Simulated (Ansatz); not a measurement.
GeH3 (SMILES [GeH3]) moved off its minimum; all values from Ansatz (a first-principles code), cores frozen in correlated methods. Open shells are unrestricted.
(charge 0, multiplicity 2)
```xyz
4

Ge    -0.0130    -0.0207     0.0406
H     -0.8551    -1.1431    -0.4539
H     -0.6445     1.3254    -0.3908
H      1.5346    -0.1080    -0.4355
```

Forces at r2SCAN/def2-TZVPP (eV/Å):

```
atom      Fx      Fy      Fz
----  ------  ------  ------
Ge1    1.420   0.852  -0.091
H2    -0.380  -0.719  -0.300
H3     0.141  -0.147   0.077
H4    -1.181   0.014   0.314
```

Give the forces (eV/Å), the total energy and the dipole at CCSD(T)/aug-cc-pVTZ.


```tsv
atom	Fx	Fy	Fz
Ge1	1.489	0.880	0.072
H2	-0.509	-0.894	-0.375
H3	0.068	0.010	0.029
H4	-1.048	0.005	0.274
```
Energy -2077.2483 hartree, dipole 0.17 D.
